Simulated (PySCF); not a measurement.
Excitations are Tamm–Dancoff values on a coarser integration grid. The basis has no diffuse functions, so Rydberg states are missing or too high.

Cartesian coordinates (Å):
```xyz
13

C     -2.8752     0.1462    -0.4787
O     -1.6239    -0.2367    -1.0098
Sn     0.0074     0.1030    -0.0025
F     -0.0945    -0.7016     1.7440
F      0.1942     1.9806     0.3822
O      1.5629    -0.5530    -0.9727
C      2.8562    -0.3913    -0.4287
H     -3.1043    -0.3637     0.4738
H     -2.9518     1.2364    -0.3206
H     -3.6425    -0.1448    -1.2125
H      3.1251     0.6701    -0.2852
H      3.5676    -0.8274    -1.1467
H      2.9788    -0.9179     0.5342
```
Charge 0, spin multiplicity 1.

Q: What HOMO, S1 excitation (TDA), dipole moment, S1–T1 gap (TDA) and total energy does TPSSh-D3(BJ)/def2-TZVP // PBE0-D3(BJ)/def2-SVP (PySCF) give?

A: 
```json
{
 "HOMO": "-7.79 eV",
 "S1 excitation (TDA)": "4.18 eV",
 "dipole_moment": "0.78 D",
 "S1–T1 gap (TDA)": "0.34 eV",
 "total_energy": "-644.4506 Ha"
}
```
